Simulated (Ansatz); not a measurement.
Al₅Sb₅H₁₈⁺, a cluster cut from zinc blende AlSb (hydrogen-capped). The state is a doublet with charge 1. Geometry PBE-D4/def2-SVP, that of the neutral singlet; atoms count from 1.

```xyz
28

Al   -0.0879   -3.4598   -1.1733
Al    4.5404   -1.9572   -0.3292
Al   -3.5368   -0.4997   -0.7707
Al   -2.6098    4.1824    0.5006
Al    0.7471    1.0086   -1.0262
Sb   -0.8909   -0.9893   -0.3607
Sb    3.1172    0.3445    0.0959
Sb    2.3921   -3.6010   -0.0215
Sb   -0.0932    3.1019    0.4663
Sb   -3.8758    1.7810    0.7060
H    -1.0009   -4.5673   -0.4618
H     0.1798   -3.3713   -2.7508
H     5.5814   -2.1271    0.8735
H     4.9174   -1.9325   -1.8849
H    -4.3975   -1.6505   -0.0625
H    -3.6990   -0.0460   -2.2989
H    -2.7638    5.0384    1.8433
H    -2.8475    4.7349   -0.9832
H     0.8810    1.3718   -2.5749
H    -0.6995   -0.9988    1.3486
H     2.7717    0.4233    1.7741
H     4.1383    1.7256    0.0613
H     2.1590   -3.7304    1.6734
H     3.0059   -5.1913   -0.2315
H     0.2598    2.5876    2.0640
H     1.1103    4.3262    0.4053
H    -3.7481    1.3392    2.3590
H    -5.5509    2.1565    0.7586
```

In the def2 sets Sb takes a core potential; there is no spin–orbit coupling. The gap within one spin of the charge 1 doublet nearly closes, so an electron or hole may be smeared out by delocalisation error.

Question: Estimate the Mulliken populations from the PBE/def2-SVP orbitals of Ansatz.

Answer: 
```csv
atom,charge (e),spin (α − β)
Al1,0.28,0.06
Al2,0.29,0.02
Al3,0.28,0.06
Al4,0.29,0.02
Al5,0.22,0.01
Sb6,-0.24,0.25
Sb7,0.02,0.11
Sb8,-0.03,0.10
Sb9,0.02,0.11
Sb10,-0.03,0.10
H11,-0.05,0.00
H12,-0.05,0.00
H13,-0.04,0.06
H14,-0.05,0.01
H15,-0.05,0.00
H16,-0.06,0.00
H17,-0.04,0.06
H18,-0.05,0.01
H19,-0.03,0.00
H20,0.02,-0.01
H21,0.02,0.00
H22,0.05,0.00
H23,0.03,0.00
H24,0.06,0.02
H25,0.02,0.00
H26,0.05,0.00
H27,0.03,0.00
H28,0.06,0.02
```
Mulliken values and Mayer orders depend strongly on the basis.

Question: Where does the spin sit?

Answer: Summed by element: Al 0.18, Sb 0.69, H 0.13, of 1 unpaired in all. Largest on single atoms: Sb6 0.25, Sb7 0.11, Sb9 0.11.

Question: And the Mayer bond orders between bonded heavy atoms (over 0.3)?

Answer: Al1–Sb6 0.53 (2.72 Å); Al1–Sb8 0.58 (2.74 Å); Al2–Sb7 0.54 (2.74 Å); Al2–Sb8 0.63 (2.72 Å); Al3–Sb6 0.53 (2.72 Å); Al3–Sb10 0.58 (2.74 Å); Al4–Sb9 0.54 (2.74 Å); Al4–Sb10 0.63 (2.72 Å); Al5–Sb6 0.82 (2.67 Å); Al5–Sb7 0.69 (2.71 Å); Al5–Sb9 0.69 (2.70 Å).
